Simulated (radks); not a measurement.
Results of a calculation; reference values are marked as such.
Q: Radial electron density D(r) = 4 pi r^2 rho(r) of an atom or ion with 2 electrons. Code: a radial shooting solver on a logarithmic mesh with Libxc functionals. Model: scalar-relativistic Kohn-Sham, PBE, spin-unpolarised, spherical densities, finite nucleus; Fermi nuclear charge, rms radius of each element as measured or else 0.836 A^(1/3) + 0.57 fm.

| r (bohr) | D(r) (e/bohr) |
|---|---|
| 0.01374 | 0.1454 |
| 0.016 | 0.1926 |
| 0.01863 | 0.2542 |
| 0.02169 | 0.3340 |
| 0.02545 | 0.4429 |
| 0.02963 | 0.5755 |
| 0.03449 | 0.7428 |
| 0.04015 | 0.9512 |
| 0.04712 | 1.222 |
| 0.05485 | 1.533 |
| 0.06386 | 1.899 |
| 0.07494 | 2.343 |
| 0.08724 | 2.811 |
| 0.1016 | 3.309 |
| 0.1182 | 3.808 |
| 0.1387 | 4.293 |
| 0.1615 | 4.665 |
| 0.188 | 4.898 |
| 0.2189 | 4.942 |
| 0.2569 | 4.749 |
| 0.2991 | 4.332 |
| 0.3482 | 3.719 |
| 0.4053 | 2.977 |
| 0.4756 | 2.159 |
| 0.5537 | 1.446 |
| 0.6446 | 0.8704 |
| 0.7564 | 0.4457 |
| 0.8806 | 0.2032 |
| 1.025 | 0.07804 |
| 1.193 | 0.02455 |

What is the nuclear charge?

A: Z = 5. The innermost maximum, from 1s, lies near gamma/Z bohr with gamma = sqrt(1 - (Z/c)^2) = 0.999, here 0.2 bohr (found: 0.210), and its height grows with Z. The density is that of the boron ion B3+ in [He]; the configuration itself is not fixed sharply by these data. D(r) has 1 maximum, at r = 0.210 bohr.
